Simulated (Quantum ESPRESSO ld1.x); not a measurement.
Values are calculated unless marked as measured or tabulated.
Mo+, configuration [Kr] 4d5 (the NIST ground configuration). Code: ld1.x of Quantum ESPRESSO 7.5. Model: Dirac Kohn-Sham, PBE, spin-unpolarised, spherical densities, point nucleus; open shells fill j = l - 1/2 first.

Unscreened Slater integrals over Kohn-Sham orbitals (hartree). Large and small components are both included.

\begin{tabular}{lr}
integral & value \\ \hline
F0(4d5/2,4d5/2) & 0.48014 \\
F2(4d5/2,4d5/2) & 0.23297 \\
F4(4d5/2,4d5/2) & 0.14958 \\
F0(4d5/2,4d3/2) & 0.48299 \\
F2(4d5/2,4d3/2) & 0.23443 \\
G2(4d5/2,4d3/2) & 0.23437 \\
G4(4d5/2,4d3/2) & 0.15051 \\
F0(4d5/2,4p3/2) & 0.56832 \\
F2(4d5/2,4p3/2) & 0.26470 \\
G1(4d5/2,4p3/2) & 0.32323 \\
G3(4d5/2,4p3/2) & 0.19510 \\
F0(4d5/2,4p1/2) & 0.57269 \\
G3(4d5/2,4p1/2) & 0.19208 \\
F0(4d5/2,4s1/2) & 0.58805 \\
G2(4d5/2,4s1/2) & 0.22359 \\
F0(4d3/2,4d3/2) & 0.48588 \\
F2(4d3/2,4d3/2) & 0.23595 \\
F0(4d3/2,4p3/2) & 0.57289 \\
F2(4d3/2,4p3/2) & 0.26822 \\
G1(4d3/2,4p3/2) & 0.32880 \\
G3(4d3/2,4p3/2) & 0.19852 \\
F0(4d3/2,4p1/2) & 0.57738 \\
G1(4d3/2,4p1/2) & 0.32411 \\
F0(4d3/2,4s1/2) & 0.59314 \\
G2(4d3/2,4s1/2) & 0.22850 \\
F0(4p3/2,4p3/2) & 0.72106 \\
F2(4p3/2,4p3/2) & 0.37793 \\
F0(4p3/2,4p1/2) & 0.73007 \\
G2(4p3/2,4p1/2) & 0.38197 \\
F0(4p3/2,4s1/2) & 0.76174 \\
G1(4p3/2,4s1/2) & 0.51295 \\
F0(4p1/2,4p1/2) & 0.73949 \\
F0(4p1/2,4s1/2) & 0.77264 \\
G1(4p1/2,4s1/2) & 0.52504 \\
F0(4s1/2,4s1/2) & 0.81102 \\
\end{tabular}
